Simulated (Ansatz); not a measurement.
`C=C[CH2][AlH][F]` and `C=CCO[SiH3]` differ in one atom or group.

Ansatz, PBE0-D4/def2-TZVP geometries, multiplicity 1. Each molecule was computed in one conformer, which needn't be the lowest.

```
                                          property  `C=C[CH2][AlH][F]`
             LUMO energy (ωB97M-V/def2-TZVPP) / eV                1.19
    size of the dipole moment (PBE/def2-TZVPP) / D                2.20
size of the dipole moment (ωB97M-V/def2-TZVPP) / D                2.25
                LUMO energy (PBE0/def2-TZVPP) / eV               -0.82
           HOMO–LUMO gap (ωB97M-V/def2-TZVPP) / eV               10.39
  size of the dipole moment (B3LYP/def2-TZVPP) / D                2.25
```

(1) Give the same properties after the change, and the shifts. (An estimate is asked.)

Results:

(1) Computed: 
```csv
property,`C=CCO[SiH3]`,shift
LUMO energy (ωB97M-V/def2-TZVPP) / eV,1.75,0.56
size of the dipole moment (PBE/def2-TZVPP) / D,0.95,-1.25
size of the dipole moment (ωB97M-V/def2-TZVPP) / D,1.02,-1.23
LUMO energy (PBE0/def2-TZVPP) / eV,-0.16,0.66
HOMO–LUMO gap (ωB97M-V/def2-TZVPP) / eV,11.79,1.40
size of the dipole moment (B3LYP/def2-TZVPP) / D,1.01,-1.24
```

With PBE0 the HOMO falls by 0.65 eV and the LUMO rises by 0.66 eV, so the gap widens by about 1.31 eV. PBE moves the HOMO by -0.47 eV and ωB97M-V by -0.84 eV. The zero-point energy changes by 55.4 kJ/mol with +6 modes. Dipoles are sizes alone; their direction can turn.

Positive LUMOs are unbound, so they and the gaps depend on the basis.

B3LYP here is the variant with VWN-RPA as its local correlation; programs differ in this.
